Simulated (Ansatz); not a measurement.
CH3NO, SMILES `N[C]O` (lower singlet; N–C–O–H torsion 180°) (charge 0, multiplicity 1). This singlet lies 2.56 eV below the relaxed triplet at the level frozen-core CCSD(T)/cc-pVTZ // PBE0-D3(BJ)/def2-TZVP (Ansatz, an electronic-structure program).

All values below come from r2SCAN/cc-pVTZ // PBE0-D3(BJ)/def2-TZVP (Ansatz).

Ansatz 0.2 input:
```yaml
crystal:
  periodic: [false, false, false]
  atoms:
    - { symbol: N, position_ang: [-0.873043, -0.096913, 0.296175] }
    - { symbol: C, position_ang: [0.380865, -0.284285, 0.660263] }
    - { symbol: O, position_ang: [1.16203, 0.292031, -0.265167] }
    - { symbol: H, position_ang: [-1.604214, -0.464144, 0.876156] }
    - { symbol: H, position_ang: [-1.135447, 0.404306, -0.548311] }
    - { symbol: H, position_ang: [2.069814, 0.149007, 0.010709] }
basis:
  gaussian: { orbitals: cc-pVTZ }
hamiltonian:
  xc: r2scan
```

Output:

```
Functional definition: r2SCAN
686 factors; their error is unknown
mean field evaluation 1: about -4614.1767 eV, gradient 6.1e1 eV
mean field evaluation 2: about -4607.2337 eV, gradient 8.5e1 eV
mean field evaluation 4: about -4620.7143 eV, gradient 3.9e0 eV
mean field evaluation 8: about -4620.7520 eV, gradient 1.9e-1 eV
mean field evaluation 16: about -4620.7356 eV, gradient 2.7e-5 eV
mean field -4620.73561402 eV, -169.8089017680 hartree, gradient 2.7e-5 eV, S^2 0.000000; 0 other end points of the search recorded, 0 dependent functions left out
reference -4620.73562205 eV, -169.8089020632 hartree; 12, 12 occupied and 120, 120 virtual orbitals, 686 factors
Total energy: -4620.73562205 eV, -169.8089020632 hartree
```
